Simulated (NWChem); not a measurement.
Species: SiH4S; SMILES S[SiH3]

```xyz
6

Si     0.0037     0.9914    -0.0003
S      0.0779    -1.1443    -0.0010
H     -0.6800     1.5137     1.2101
H      1.4219     1.4227    -0.0061
H     -0.6903     1.5138    -1.2047
H     -1.2567    -1.3005     0.0015
```
Atoms are numbered in this order, from 1.

Coordinates come from a PBE0-D3(BJ)/def2-TZVP optimisation.

Task: Split the isotropic spin-spin couplings (Hz) from B3LYP/6-31G** (spherical d) (NWChem) into Fermi-contact, spin-dipolar, paramagnetic and diamagnetic spin-orbit terms, for the pairs 1–5, 1–4, 3–4, 3–5, 4–5.

Result: 
```json
[
 {"pair": "29Si(1)–1H(5)", "FC": "-196.93", "SD": "-0.47", "PSO": "0.78", "DSO": "-0.16", "total": "-196.78"},
 {"pair": "29Si(1)–1H(4)", "FC": "-194.85", "SD": "-0.46", "PSO": "0.74", "DSO": "-0.17", "total": "-194.74"},
 {"pair": "1H(3)–1H(4)", "FC": "5.50", "SD": "0.03", "PSO": "0.61", "DSO": "-2.09", "total": "4.06"},
 {"pair": "1H(3)–1H(5)", "FC": "15.23", "SD": "0.04", "PSO": "0.60", "DSO": "-2.01", "total": "13.86"},
 {"pair": "1H(4)–1H(5)", "FC": "5.47", "SD": "0.03", "PSO": "0.61", "DSO": "-2.09", "total": "4.03"}
]
```
